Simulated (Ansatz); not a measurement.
Two isomers of C2H9AsSi: A = `CC[AsH][SiH3]`, B = `[SiH3]CC[AsH2]`.

Calculated with Ansatz (gas phase, PBE0-D4/def2-TZVP geometries, no zero-point term in ΔE). CCSD(T)/CBS adds triple-zeta CCSD(T) − MP2 to the extrapolated MP2 energy (def2 sets, frozen cores). Functionals use def2-TZVPP. B3LYP here is the variant with VWN-RPA as its local correlation; programs differ in this. For As outer-core shells are correlated without core-valence functions, which leaves a few kJ/mol of doubt a bond. Scalar relativity is left out up to krypton. One conformer a species, not always the lowest.

A:

```xyz
13

C    -0.598    0.166   -2.139
C    -0.368    0.474   -0.671
As    1.166   -0.565    0.052
Si    0.736   -0.137    2.332
H    -1.410    0.776   -2.544
H    -0.866   -0.883   -2.288
H     0.297    0.365   -2.734
H    -0.109    1.527   -0.530
H    -1.262    0.274   -0.079
H     0.434   -1.902    0.110
H     1.537   -1.066    3.173
H    -0.704   -0.287    2.679
H     1.148    1.259    2.640
```

B:

Z-matrix (Å, degrees):
```
Si
C 1 1.882
H 1 1.489 2 110.1
H 1 1.488 2 111.1 3 120.4
H 1 1.489 2 110.1 3 -119.1
C 2 1.521 1 112.8 3 59.6
H 2 1.095 1 108.5 3 -63.1
H 2 1.095 1 108.5 3 -177.8
As 6 1.981 2 116.4 1 180.0
H 6 1.094 2 111.2 1 59.1
H 6 1.094 2 111.2 1 -59.1
H 9 1.525 6 95.1 2 46.2
H 9 1.525 6 95.1 2 -46.2
```

Problem. Which isomer does CCSD(T)/CBS put lower? Give the gap. (Best estimate.)

Solution. The calculation gave: A, by 36.9 kJ/mol.

Problem. Give E(B) − E(A) in kJ/mol with B3LYP-D4, MP2/def2-TZVPP, r2SCAN-D4, PBE0-D4, PBE-D4, CCSD(T)/def2-TZVPP, HF/def2-TZVPP. (Estimate.)

Solution. Ansatz gave: B3LYP-D4 37.2, MP2/def2-TZVPP 36.4, r2SCAN-D4 38.9, PBE0-D4 40.8, PBE-D4 41.3, CCSD(T)/def2-TZVPP 35.0, HF/def2-TZVPP 34.5. None reverses the order clearly.

Largest T1 diagnostic: 0.011.
